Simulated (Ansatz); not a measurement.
Geometry optimisation, Ansatz 0.2.0, UKS PBE/def2-SVP.

The input (input.yaml):

```yaml
crystal:
  periodic: [false, false, false]
  atoms:
    - { symbol: Hf, position_ang: [-0.121436, 0.973079, -0.304705] }
    - { symbol: O, position_ang: [1.289891, -0.825505, -0.362573] }
    - { symbol: F, position_ang: [-1.602139, 0.677894, -1.475171] }
    - { symbol: F, position_ang: [-0.722723, 1.341457, 1.469659] }
    - { symbol: F, position_ang: [0.787348, 2.556269, -0.860931] }
    - { symbol: H, position_ang: [-0.513026, -1.897755, 0.515972] }
    - { symbol: H, position_ang: [-1.163528, -2.036834, 0.761756] }
    - { symbol: H, position_ang: [2.045612, -0.788604, 0.255994] }
magnetization:
  spin_polarized: true
basis:
  gaussian: { orbitals: def2-SVP }
hamiltonian:
  xc: pbe
relax:
  f_tol: 0.03
  max_steps: 50
output:
  orbitals: {}
```

Command:

```bash
$ ansatz run input.yaml --threads 4 --pin off --max-ram 5120MiB --backend cpu --events-out ev --progress --plain --runs-dir out
```

Question: Where does it end, and by what steps?

Answer: The forces met the threshold. After 12 steps the energy has fallen by 0.983 eV; O2 moved furthest, 0.52 Å.

```csv
step,energy less start (eV),largest force component (eV/Å),accepted
0,0.0000,2.962,yes
1,-0.8031,1.134,yes
2,-0.9000,0.420,yes
3,-0.9238,0.218,yes
4,-0.9368,0.213,yes
5,-0.9488,0.948,yes
6,-0.9612,0.684,yes
7,-0.9814,0.034,yes
8,-0.9818,0.103,yes
9,-0.9824,0.035,yes
10,-0.9826,0.041,yes
11,-0.9828,0.033,yes
12,-0.9829,0.017,yes
```

```xyz
8
Properties=species:S:1:pos:R:3
Hf -0.026 0.880 -0.236
O 1.444 -0.358 -0.202
F -1.367 0.353 -1.516
F -0.803 1.126 1.510
F 0.638 2.593 -0.795
H -0.689 -1.925 0.594
H -1.397 -1.711 0.806
H 2.199 -0.959 -0.161
```

Whether the end is a true minimum wasn't checked by a vibrational analysis.

Time of the run: 45 s on 4 threads of Arm Neoverse N1 (shared host), peak memory 0.2 GiB.
